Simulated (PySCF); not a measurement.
# Basis-set dependence of population analyses: 4-chloropyridine

Species: 4-chloropyridine, C5H4ClN.
Bonds: Cl1–C2, C2–C3 (aromatic), C3–C4 (aromatic), C4–N5 (aromatic), N5–C6 (aromatic), C6–C7 (aromatic), C2–C7 (aromatic). Hydrogens: H8 on C3; H9 on C4; H10 on C6; H11 on C7.

PBE0 throughout (PySCF), one geometry, spherical d and f functions. Geometry: PBE0-D3(BJ)/def2-SVP; no solvent, vibrations or thermal averaging. Atoms taken as equivalent share a column and are averaged.

Mulliken charges (e):

```tsv
basis	functions	Cl1	C2	C3/C7	C4/C6	N5	H8/H11	H9/H10
STO-3G	43	-0.086	+0.021	-0.082	+0.013	-0.228	+0.111	+0.104
pcSseg-0	75	+0.122	-0.293	-0.210	+0.098	-0.647	+0.262	+0.259
6-31G	75	+0.178	-0.338	-0.115	-0.015	-0.386	+0.208	+0.195
6-31G*	110	+0.036	-0.092	-0.177	+0.004	-0.380	+0.202	+0.189
cc-pVDZ	122	-0.054	-0.104	+0.010	+0.121	-0.222	+0.023	+0.037
def2-SVP	122	-0.079	+0.027	-0.022	+0.053	-0.172	+0.036	+0.046
pcSseg-1	146	-0.063	-0.148	-0.075	+0.154	-0.409	+0.111	+0.120
aug-cc-pVDZ	201	-0.222	-0.334	+1.477	-0.120	-0.289	-0.494	-0.440
6-311+G(2d,p)	221	+0.046	+0.688	-0.393	-0.102	-0.281	+0.142	+0.126
def2-TZVP	247	-0.088	+0.092	-0.121	-0.051	-0.202	+0.141	+0.130
cc-pVTZ	270	-0.097	+0.066	-0.128	-0.045	-0.163	+0.141	+0.129
IGLO-III	294	+0.046	+0.105	-0.159	+0.036	-0.353	+0.113	+0.112
pcSseg-2	315	-0.112	+0.140	-0.085	+0.125	-0.300	+0.054	+0.042
```

IAO charges (e):

| basis | functions | Cl1 | C2 | C3/C7 | C4/C6 | N5 | H8/H11 | H9/H10 |
| --- | --- | --- | --- | --- | --- | --- | --- | --- |
| STO-3G | 43 | +0.004 | -0.040 | -0.153 | -0.050 | -0.172 | +0.159 | +0.148 |
| pcSseg-0 | 75 | -0.008 | -0.009 | -0.182 | -0.019 | -0.253 | +0.173 | +0.163 |
| 6-31G | 75 | -0.022 | +0.004 | -0.182 | -0.025 | -0.255 | +0.176 | +0.168 |
| 6-31G* | 110 | -0.019 | +0.014 | -0.184 | 0.000 | -0.274 | +0.168 | +0.156 |
| cc-pVDZ | 122 | -0.018 | +0.019 | -0.190 | -0.002 | -0.269 | +0.169 | +0.157 |
| def2-SVP | 122 | -0.009 | +0.018 | -0.188 | 0.000 | -0.269 | +0.166 | +0.152 |
| pcSseg-1 | 146 | -0.014 | +0.013 | -0.191 | -0.001 | -0.276 | +0.171 | +0.160 |
| aug-cc-pVDZ | 201 | -0.020 | +0.022 | -0.194 | -0.001 | -0.282 | +0.173 | +0.162 |
| 6-311+G(2d,p) | 221 | -0.015 | +0.017 | -0.193 | -0.001 | -0.284 | +0.173 | +0.162 |
| def2-TZVP | 247 | -0.013 | +0.017 | -0.193 | 0.000 | -0.283 | +0.172 | +0.161 |
| cc-pVTZ | 270 | -0.016 | +0.019 | -0.193 | -0.001 | -0.280 | +0.172 | +0.160 |
| IGLO-III | 294 | -0.010 | +0.017 | -0.195 | -0.001 | -0.285 | +0.173 | +0.162 |
| pcSseg-2 | 315 | -0.014 | +0.017 | -0.194 | 0.000 | -0.283 | +0.172 | +0.161 |

Q: Which scheme is steadiest as the basis changes?

A: Largest range over the bases for any column: IAO 0.11 e, Mulliken 1.87 e. IAO charges move least and Mulliken charges most, counted in e. Without the minimal STO-3G basis the ranges are IAO 0.03, Mulliken 1.87 e.

Q: How much do the charges still move between the two largest bases, IGLO-III and pcSseg-2?

A: At most, over all atoms: Mulliken 0.158 e, IAO 0.004 e.

Q: What do the same runs give for the total energy, the frontier levels and the dipole moment?

A: 
```tsv
basis	energy (Eh)	HOMO (eV)	LUMO (eV)	μ (D)
STO-3G	-699.3925	-5.31	1.54	0.10
pcSseg-0	-706.3465	-7.49	-1.17	0.75
6-31G	-707.3320	-7.38	-0.86	0.69
6-31G*	-707.4201	-7.54	-0.82	0.58
cc-pVDZ	-707.4665	-7.58	-0.92	0.57
def2-SVP	-707.1189	-7.59	-0.99	0.80
pcSseg-1	-707.3905	-7.79	-1.15	0.72
aug-cc-pVDZ	-707.4805	-7.77	-1.19	0.72
6-311+G(2d,p)	-707.5210	-7.80	-1.21	0.78
def2-TZVP	-707.5432	-7.74	-1.13	0.75
cc-pVTZ	-707.5430	-7.71	-1.09	0.67
IGLO-III	-707.5424	-7.77	-1.13	0.91
pcSseg-2	-707.5514	-7.78	-1.19	0.74
```

The dipole is fixed by the density alone, so its range of 0.81 D shows that the density itself changes with the basis, not only its division among atoms.
